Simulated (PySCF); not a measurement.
A structure optimised at r2SCAN-D4/def2-SVP, used in a PySCF frequency run:

```xyz
5

F      1.2930    -0.7465    -1.3619
Si     0.0000     0.0000    -0.7989
F      0.0000     1.4930    -1.3619
F     -1.2930    -0.7465    -1.3619
Br     0.0000     0.0000     1.3702
```

Problem. Write its SMILES, formula and point group.

Solution. F[Si](F)(F)Br, BrF₃Si, C3v

Problem. What are its rotational constants (standard atomic weights)?

Solution. 3.9777, 1.5013, 1.5013 GHz
